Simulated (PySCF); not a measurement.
Match the calculated data to a structure.

All candidates are C4H10OSSi.

* 13C NMR: chemical shifts (computed TMS as zero) by class: 67.9 (1 C), 65.6 (1 C), 19.5 (2 C) ppm [GIAO PBE0/pcSseg-1]
* Polarisability: 96.7 au [wB97X-D/def2-SVPD]
* Rotational structure: rotational constants A, B, C: 5.341, 0.782, 0.735 GHz [GFN2-xTB]
* UV, strongest line: among the 8 lowest singlet transitions: S5 at 6.71 eV (185 nm, f = 0.038) [TDDFT wB97X-D/def2-SVPD]
* NMR, other nuclei: isotropic shieldings of nuclei other than C and H, by class: 338 (1 O), 349 (1 Si), 539 (1 S) ppm [GIAO PBE0/pcSseg-1]
* 1H NMR: chemical shifts (computed TMS as zero) by class: 5.44 (1 H), 3.47 (3 H), 3.40 (2 H), 2.70 (2 H), 2.44 (2 H) ppm [GIAO PBE0/pcSseg-1]
* Dipole: 3.12 D [wB97X-D/def2-SVPD]

The electronic properties come from PySCF, for the isolated species, density fitting. Levels stand in brackets. The structure is a single GFN2-xTB conformer in the gas phase; no vibrational or solvent corrections. NMR classes are plain means over equivalent atoms (diastereotopic ones count apart unless rotation or inversion swaps them), as if these changed places fast.

Question: Which candidate is it?
A. `C=CCO[SiH2]SC`
B. `COC[SiH]1CSC1`
C. `C=CCOCS[SiH3]`

Answer: B. It is `COC[SiH]1CSC1`. Numbering: `[CH3:1][O:2][CH2:3][SiH:4]1[CH2:5][S:6][CH2:7]1`. Its formula, C4H10OSSi, gives 1 degree of unsaturation: 1 ring and 0 π bonds in the structure found. 4 carbons fall into 3 classes; from least to most shielded: chain sp3 carbon bound to oxygen [C3] (67.9 ppm), methoxy carbon [C1] (65.6 ppm), ring sp3 carbon bound to sulfur [C5/C7] (19.5 ppm, 2 C, up to 2.7 ppm apart in this geometry). Hydrogen classes from least to most shielded: 1 H on an SiH silicon, Si4 (5.44 ppm), 3 H on a methoxy carbon, C1 (3.47 ppm, a mean of values up to 0.6 ppm apart in this geometry), 2 H on an sp3 carbon bound to oxygen, C3 (3.40 ppm), 2 H on 2 like atoms (sp3 carbon bound to sulfur), C5/C7 (2.70 ppm), 2 H on 2 like atoms (sp3 carbon bound to sulfur), C5/C7 (2.44 ppm). The other shieldings belong to: 338 ppm, ether oxygen [O2]; 349 ppm, SiH silicon [Si4]; 539 ppm, sulfide sulfur [S6]. The optimised geometry has point group C1 and is an asymmetric top.

The others, at the same levels:
- `C=CCOCS[SiH3]` fails: it has 4 carbon classes against 3; its computed 13C shifts are 142.9 (1 C), 122.7 (1 C), 78.3 (1 C), 71.3 (1 C) ppm, 1H shifts are 6.36 (1 H), 5.52 (1 H), 5.49 (1 H), 4.52 (2 H), 4.46 (3 H), 4.16 (2 H) ppm and rotational constant A is 3.604 GHz (against 5.341 GHz).
- `C=CCO[SiH2]SC` fails: it has 4 carbon classes against 3; its computed 13C shifts are 142.3 (1 C), 119.9 (1 C), 68.4 (1 C), 11.5 (1 C) ppm, 1H shifts are 5.99 (1 H), 5.94 (1 H), 5.66 (1 H), 5.31 (2 H), 4.62 (2 H), 2.21 (3 H) ppm and rotational constant A is 3.296 GHz (against 5.341 GHz).

Each candidate is one conformer, not necessarily the lowest. The conformers computed, where there is a choice (atom-mapped SMILES and torsion angles):
- `[CH3:1][O:2][CH2:3][SiH:4]1[CH2:5][S:6][CH2:7]1`: C1–O2–C3–Si4 179°, O2–C3–Si4–C5 78°
- `[CH2:1]=[CH:2][CH2:3][O:4][CH2:5][S:6][SiH3:7]`: C1–C2–C3–O4 138°, C2–C3–O4–C5 177°, C3–O4–C5–S6 -169°, O4–C5–S6–Si7 24°
- `[CH2:1]=[CH:2][CH2:3][O:4][SiH2:5][S:6][CH3:7]`: C1–C2–C3–O4 5°, C2–C3–O4–Si5 87°, C3–O4–Si5–S6 -167°, O4–Si5–S6–C7 -33°
